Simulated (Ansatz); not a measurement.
Relaxed structures of SnSiH4O, closed shell (PBE0-D4/def2-TZVP; forces vanish, vibrations not checked; lower isomers may exist, and structures with a doubtful reference or unclear bonds are left out; Å). Ansatz 0.2.0; basis: def2-TZVPP; cores frozen in the correlated methods. Filled d shells of the heavier atoms are correlated. Core potentials replace the inner electrons of the atoms past krypton. The def2 sets are not built for correlating such inner shells, so the correlated values are less sure here.

Q: Rank them by CCSD(T) energy, lowest first, and give each one's height above the lowest. Links in brackets join atoms within 1.22 times the sum of their covalent radii (1.1 for two metals). (An estimate is asked for; the value comes from the calculation.)
A.
SnSiH₄O ([SiH3][O][SnH])
```
7
angstrom
O 0.0728 0.8526 -0.5983
Si -0.6356 -0.6006 -0.3643
Sn 1.4188 2.0303 0.2499
H -2.1091 -0.4323 -0.2345
H -0.3633 -1.4913 -1.5257
H -0.1226 -1.2605 0.8704
H 1.7390 0.9018 1.6026
```
B.
SnSiH₄O ([OH][Sn][SiH3])
```
7
angstrom
O 1.4638 1.8935 0.4216
Si -0.6839 -0.6879 -0.3575
Sn 0.2218 1.7311 -1.1153
H -2.1573 -0.6871 -0.1111
H -0.4249 -1.7347 -1.3914
H -0.0267 -1.1457 0.9060
H 1.4605 1.1480 1.0278
```
C.
SnSiH₄O ([SiH][O][SnH3])
```
7
angstrom
O 0.1907 1.0609 -0.6113
Si 1.3093 1.9653 0.1557
Sn -0.6714 -0.7031 -0.3291
H -2.3348 -0.3667 -0.2051
H -0.2901 -1.6081 -1.7188
H 0.0089 -1.3270 1.1014
H 1.6226 1.0173 1.3538
```

A: The calculation gives: A (0.0 kJ/mol), B (83.7 kJ/mol), C (155.2 kJ/mol). Heights count from the lowest.

T1 diagnostic: at most 0.018. The restricted Hartree–Fock reference is unstable towards an unrestricted one at one or more of these structures.

For scale, one of the runs: CCSD(T)/def2-TZVPP, 179 basis functions, launched by `ansatz run in.yaml --threads 2 --pin off --events-out ev --progress --plain --max-ram 4352MiB`. Time: 83 s of wall clock on 2 CPU threads of an Intel Xeon Platinum 8175M; the host was shared. Peak host memory: 1.8 GiB.
